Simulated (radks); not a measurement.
Exchange energies: the exact (Fock) value of the Kohn-Sham orbitals and density-functional approximations, in hartree. Species: Cs [Xe] 6s1; Kr3+ [Ar] 3d10 4s2 4p3; Mo [Kr] 4d5 5s1. Method: non-relativistic Kohn-Sham, exchange-only LDA, spin-polarised, spherical densities, point nucleus; computed with a radial shooting solver on a logarithmic mesh with Libxc functionals. Every spin shell is full or empty, so the densities are truly spherical. Functionals are evaluated on that one density, not self-consistently.

| functional | Cs | Kr3+ | Mo |
|---|---|---|---|
| exact | -183.890 | -92.6390 | -119.645 |
| LDA | -175.29 | -87.519 | -113.48 |
| B88 | -183.93 | -92.733 | -119.75 |
| OPTX | -186.30 | -93.503 | -120.94 |
| WC | -182.37 | -91.767 | -118.61 |
| SOGGA | -179.83 | -90.310 | -116.81 |
| B86b | -183.86 | -92.730 | -119.73 |
| EV93 | -183.20 | -92.686 | -119.49 |
| revTPSS | -182.16 | -91.918 | -118.65 |
| r2SCAN | -183.64 | -92.634 | -119.61 |
| MS2 | -182.75 | -92.263 | -119.08 |
| TASK | -179.83 | -90.414 | -116.90 |
